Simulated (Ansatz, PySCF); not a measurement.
Gas-phase reaction R1 + R2 → 2 P1, each structure at its B3LYP-D3(BJ)/def2-TZVP stationary point, reached from a drawn start (curvature not checked).
R1: H2 (SMILES [H][H]), charge 0, multiplicity 1.
P1: SiH4 (SMILES [SiH4]), charge 0, multiplicity 1.
R2, Si2H6 (SMILES [SiH3][SiH3]) (charge 0, multiplicity 1):
```xyz
8

Si    -1.1661     0.1185    -0.0175
Si     1.1661    -0.1185     0.0175
H     -1.7630    -0.8118    -1.0064
H     -1.5367     1.5059    -0.3883
H     -1.7339    -0.1825     1.3192
H      1.5367    -1.5059     0.3883
H      1.7630     0.8118     1.0064
H      1.7339     0.1825    -1.3192
```

P less R. No zero-point or thermal terms.

The values were computed with Ansatz (a first-principles code); PySCF for the D3/D4 terms. No computed number here is a measurement.

Task: Estimate the reaction energy that revPBE/def2-TZVPP returns for this input.

Result: -10 kJ/mol

Task: Predict the reaction energy from B97M-V/def2-TZVPP.

Result: -17 kJ/mol

Task: Estimate the reaction energy that BLYP-D4/def2-TZVPP returns for this input.

Result: -16 kJ/mol
